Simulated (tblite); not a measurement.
Compound: C₅H₁₁P₃.
SMILES with atom numbers: `[CH2:1]=[C:2]([CH3:3])/[P:4]=[P:5]/[CH2:6][CH2:7][PH2:8]` (hydrogens: H9, H10 on C1; H11, H12, H13 on C3; H14, H15 on C6; H16, H17 on C7; H18, H19 on P8)

A start from a force field or distance geometry was refined with GFN2-xTB geometry optimisation, gas phase (tblite 0.8.0). Values at the start:

| coordinate | start |
| --- | --- |
| C1=C2 | 1.357 Å |
| C1–H9 | 1.101 Å |
| C1–H10 | 1.084 Å |
| C2–C3 | 1.472 Å |
| C2–P4 | 1.837 Å |
| C3–H11 | 1.103 Å |
| P4=P5 | 1.990 Å |
| P5–C6 | 1.879 Å |
| C6–C7 | 1.498 Å |
| C6–H14 | 1.111 Å |
| C7–P8 | 1.876 Å |
| C7–H16 | 1.118 Å |
| P8–H18 | 1.463 Å |
| P8–H19 | 1.471 Å |
| C1–C2–C3 | 122.4° |
| C1–C2–P4 | 119.9° |
| C2–P4–P5 | 124.6° |
| C3–C2–P4 | 117.8° |
| P4–P5–C6 | 121.6° |
| P5–C6–C7 | 109.7° |
| C6–C7–P8 | 110.1° |

Question: How do these coordinates change at the GFN2-xTB level?

Answer: 
| coordinate | GFN2-xTB (Å or °) | change |
| --- | --- | --- |
| P8–H19 | 1.394 | -0.077 |
| P8–H18 | 1.403 | -0.060 |
| P4=P5 | 2.033 | +0.043 |
| C6–C7 | 1.527 | +0.029 |
| C1=C2 | 1.328 | -0.029 |
| C2–C3 | 1.499 | +0.027 |
| C1–H9 | 1.078 | -0.023 |
| C7–H16 | 1.096 | -0.022 |
| C7–P8 | 1.856 | -0.020 |
| C6–H14 | 1.095 | -0.016 |
| C3–H11 | 1.088 | -0.015 |
| P5–C6 | 1.868 | -0.011 |
| C2–P4 | 1.828 | -0.009 |
| C1–H10 | 1.079 | -0.005 |
| C2–P4–P5 | 99.0 | -25.6 |
| P4–P5–C6 | 99.0 | -22.6 |
| C3–C2–P4 | 114.4 | -3.4 |
| P5–C6–C7 | 106.3 | -3.4 |
| C6–C7–P8 | 107.1 | -3.0 |
| C1–C2–P4 | 122.6 | +2.7 |
| C1–C2–C3 | 123.0 | +0.6 |

The energy falls by 184.0 kJ/mol over 170 L-BFGS steps, the largest force on an atom goes from 3.95 to 0.010 eV/Å, and the atoms move by 0.851 Å rms after alignment. The bond that changes most is P8–H19 (phosphine phosphorus to P–H hydrogen), which shortens by 0.077 Å. Bonds longer at the end by more than 0.005 Å: 3 of 18; shorter: 14. Among the dihedrals that turn most is P4–C2–C3–H11, from 121° to -174°. Rotational constants go from 3288, 428.6, 396.8 to 2551, 635.3, 558.3 MHz.

Its GFN2-xTB frequencies are all real (lowest 38 cm⁻¹). The numbers are those of one conformer. 3 starts were optimised and ended at 0.00, 0.50 and 3.26 kcal/mol (GFN2-xTB); the lowest of these is shown.

The numbers are calculated, not measured.
